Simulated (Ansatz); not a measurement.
Sr3O3. Total charge 0; singlet. Geometry PBE0-D4/def2-SVP, basis def2-TZVP, Ansatz.

```xyz
6

Sr   -0.959   -2.052    0.841
Sr   -0.774    0.778   -1.006
Sr    1.965    1.021    0.967
O     1.315    1.674   -0.929
O     0.019   -0.067    1.180
O    -1.566   -1.354   -1.053
```

```tsv
run	HOMO (eV)	LUMO (eV)
A	-3.52	-1.87
B	-3.70	-1.16
C	-3.18	-1.79
D	-4.34	-1.22
E	-3.25	-1.32
F	-3.27	-1.77
```

In the def2 sets Sr takes a core potential; there is no spin–orbit coupling. The structure comes from a short search, and lower isomers may exist.

Question: The runs used BLYP, LDA (SPW92), PBE, PBE0, r2SCAN, r2SCANh. Estimate which is which.

Answer: A LDA (SPW92) (0 % exact exchange); B r2SCANh (10 % exact exchange); C BLYP (0 % exact exchange); D PBE0 (25 % exact exchange); E r2SCAN (0 % exact exchange); F PBE (0 % exact exchange). Exact exchange lowers occupied and raises empty levels; among semilocal functionals meta-GGAs tend to open the gap a little, and such runs are hard to tell apart. The gap grows from 1.39 eV (BLYP) to 3.12 eV (PBE0).
